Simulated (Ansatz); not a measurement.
A structure relaxed at PBE0-D4/def2-TZVP, charge 0, multiplicity 1:

Cartesian coordinates in Å:
```
C -1.739 0.718 -0.286
O -0.623 1.029 0.517
Si 0.900 0.507 0.262
C 1.056 -1.338 0.320
Cl 1.536 1.126 -1.605
H -1.591 1.057 -1.316
H -1.941 -0.359 -0.294
H -2.608 1.230 0.130
H 1.731 1.193 1.272
H 0.462 -1.811 -0.465
H 0.720 -1.719 1.289
H 2.098 -1.634 0.176
```

**Question.** Give its formula and SMILES.

**Answer.** C2H7ClOSi, `CO[SiH](C)Cl`.

**Question.** Summarise the bond lengths by kind.

**Answer.** 1 × C–O 1.410 Å; 6 × C–H 1.091 to 1.096 Å; 1 × O–Si 1.630 Å; 1 × C–Si 1.853 Å; 1 × Cl–Si 2.067 Å; 1 × H–Si 1.476 Å.

Results of the Gaussian-basis code of Ansatz.
